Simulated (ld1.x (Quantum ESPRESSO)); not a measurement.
## Varying the PAW potential for Hf

Base potential:

ld1.x (Quantum ESPRESSO) 7.5 input, shortened:

```
&input
   title='Hf', zed=72., rel=2, dft='PZ', iswitch=3,
   config='[Xe] 4f14 5d2 6s0 6p0', rel_dist='average'
 /
 &inputp
   pseudotype=3, lpaw=.true., tm=.true., lloc=-1, rcloc=1.80,
   nlcc=.true., rcore=2.10,
   which_augfun='PSQ', rmatch_augfun_nc=.true.
 /
6
6S  1  0   0.00   0.00  2.15  2.85  0.0
6S  1  0   0.00   0.50  2.15  2.85  0.0
6P  2  1   0.00   0.00  3.00  3.95  0.0
6P  2  1   0.00   2.30  3.00  3.95  0.0
5D  3  2   2.00   0.00  1.65  2.00  0.0
5D  3  2   0.00   3.00  1.65  2.00  0.0
 &test
   configts(1)='5d2 6s0 6p0'
 /
```

Open shells are filled in proportion to 2j + 1 (rel_dist='average').

Cutoffs, loose and tight: the cutoffs (Ry, on a coarse ladder) from which the occupation-weighted sum of valence levels, in a spherical-Bessel basis at the reference potential, stays within 10 and 1 mRy of its value at 400 Ry. They do not see the model core or the augmentation charge, which bear on the density cutoff. Test errors are all-electron minus pseudo excitation energies from the reference, over the configurations 5d2 6s2 6p0; 5d2 6s1 6p0; 5d1 6s0 6p0; 5d2 6s0 6p1; 5d2 6s1 6p1; 5d2.5 6s1.5 6p0; 5d3 6s0 6p0. A dash means not determined; rows that change the core or the reference have their own tests. The largest error is taken over the tests solved by every variant that gives reliable tests at all: 5d1 6s0 6p0; 5d2 6s1 6p0; 5d2 6s2 6p0.

A true bound ghost makes a file unfit for plane-wave use even where its test errors are small: the radial tests pick states by their node count and pass the ghost by.

Cutoffs are not given where the Bessel-basis levels miss the radial ones by over 6 mRy, ghosts where they miss by over 20 mRy; a channel whose overlap is not positive is not tested.

A file whose overlap is not positive is unfit for use, and its test errors describe a broken file.

| change | outcome | bound ghosts | largest test error (meV) |
| --- | --- | --- | --- |
| base | generated | not determined | -198 |
| wave 6s channel at 0.5 Ry: rcut 2.15, rcutus 2.85 bohr becomes 6s channel at 0.08 Ry: rcut 2.15, rcutus 2.85 bohr | generated | not determined | -198 |
| functional PBE | generated | not determined | -188 |
| local potential all-electron potential smoothed inside 3.20 bohr (lloc = -1) | generated | not determined | -196 |
| waves 6p (bound): rcut 3.00, rcutus 4.56 bohr; 6p channel at 2.3 Ry: rcut 3.00, rcutus 4.56 bohr | generated | not determined | -198 |
| scalar-relativistic | generated, overlap not positive | s, p (d not tested, overlap not positive) | -173 |
| augmentation BESSEL, radius 1.85 bohr | generated | not determined | test run stopped at test 1 of 7 (negative rho) |

Question: What comes out with this change to the base: all radii but the core radius scaled by about 1.41 (s 4.04, p 5.58, d 2.82 bohr, rcut 3.04/4.24/2.34); local potential all-electron potential smoothed inside 2.54 bohr (lloc = -1)?

Answer: outcome: failed: new_paw_hamiltonian: negative rho. Cause: the spherical valence density built from the smooth waves and the augmentation charge turned negative at some radius.
